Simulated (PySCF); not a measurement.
Electron correlation in S(2+) (sulfur, charge +2)

[Ne] 3s2 3p2, high-spin 3P determinant. Computed with PySCF 2.14 in x2c-TZVPall (5s5p2d1f, 37 functions), with scalar relativity by spin-free X2C-1e. Frozen: [Ne]; 4 electrons correlated.

MP2 pair energies summed by pair of shells (mhartree):

| pair | energy | share (%) |
| --- | --- | --- |
| 3s-3p | -40.97 | 62.8 |
| 3s-3s | -17.39 | 26.6 |
| 3p-3p | -6.92 | 10.6 |

Total MP2 correlation energy: -65.29 mhartree.

Same-spin part -10.81 and opposite-spin part -54.47 mhartree; SCS-MP2 scales them by 1/3 and 6/5 to -68.97 mhartree.

| level | correlation energy (mhartree) |
| --- | --- |
| CCSD | -87.66 |
| (T) | -2.08 |
| CCSD(T) | -89.74 |

Diagnostics: T1 = 0.0084, D1 = 0.0219, largest double amplitude 0.104.

Cost of the coupled-cluster step: 0.21 s of wall time on 1 thread of Intel(R) Xeon(R) 6975P-C (shared host), for 4 correlated electrons.
